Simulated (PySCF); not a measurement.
## How methods differ on the excitation energy of B⁺

B⁺ [He] 2s2 (1S) → B⁺ [He] 2s1 2p1 (3P), as a difference of total energies. Computed with PySCF 2.14 in dyall-acv3z, with the spin-free X2C one-electron Hamiltonian (Gaussian nucleus). Correlated levels: valence and next inner shell: nothing frozen; virtual orbitals above 40 to 60 times the deepest correlated orbital energy dropped. The calculations carry no spin-orbit coupling.

| method | excitation energy (eV) | error (eV) |
| --- | --- | --- |
| UHF | 3.138 | -1.493 |
| MP2 (valence and next inner shell) | 4.098 | -0.533 |
| SCS-MP2 (valence and next inner shell) | 4.366 | -0.265 |
| CCSD (valence and next inner shell) | 4.644 | +0.013 |
| CCSD(T) (valence and next inner shell) | 4.657 | +0.026 |

Reference: 4.631 eV (measured; NIST levels, between the centres of gravity of the two terms).

Errors of the correlated levels include the incompleteness of this basis.
